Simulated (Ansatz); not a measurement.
```yaml
crystal:
  periodic: [false, false, false]
  atoms:
    - {symbol: C, position_ang: [-0.992095, 0.506299, 1.398057]}
    - {symbol: Zr, position_ang: [-0.415338, 0.343200, -0.707859]}
    - {symbol: C, position_ang: [1.415972, -0.856597, -0.675535]}
    - {symbol: Cl, position_ang: [-2.074097, -0.858533, -1.845305]}
    - {symbol: Cl, position_ang: [0.108330, 2.482810, -1.506041]}
    - {symbol: H, position_ang: [-0.198213, 0.997071, 1.974080]}
    - {symbol: H, position_ang: [-1.158265, -0.490074, 1.825384]}
    - {symbol: H, position_ang: [-1.912151, 1.087394, 1.526083]}
    - {symbol: H, position_ang: [1.824701, -1.005374, -1.681253]}
    - {symbol: H, position_ang: [2.183363, -0.362520, -0.067205]}
    - {symbol: H, position_ang: [1.217793, -1.843678, -0.240406]}
basis:
  gaussian: {orbitals: STO-3G}
hamiltonian: {xc: {name: B97}}
accuracy: high
```

```sh
$ ansatz run in.yaml --threads 4 --pin off --events-out ev --progress --plain --max-ram 11315MiB
```

Shortened log:

```
Functional definition: B97
1299 factors; integrals over basis functions are off by at most 3.7e-9 eV
mean field evaluation 1: about -122289.7226 eV, gradient 2.1e1 eV
mean field evaluation 2: about -122285.3647 eV, gradient 4.3e1 eV
mean field evaluation 4: about -122291.5883 eV, gradient 1.2e0 eV
mean field evaluation 8: about -122291.5454 eV, gradient 4.3e-3 eV
mean field evaluation 16: about -122291.5454 eV, gradient 5.1e-7 eV
mean field -122291.54543334 eV, -4494.1314024887 hartree, gradient 2.2e-8 eV, S^2 0.000000; 0 other end points of the search recorded, 0 dependent functions left out
reference -122291.54543497 eV, -4494.1314025486 hartree; 46, 46 occupied and 15, 15 virtual orbitals, 1299 factors
Total energy: -122291.54543497 eV, -4494.1314025486 hartree
```

Run time 7.5 s (4 threads of an Arm Neoverse V2 on a shared host); peak host memory 0.59 GiB.
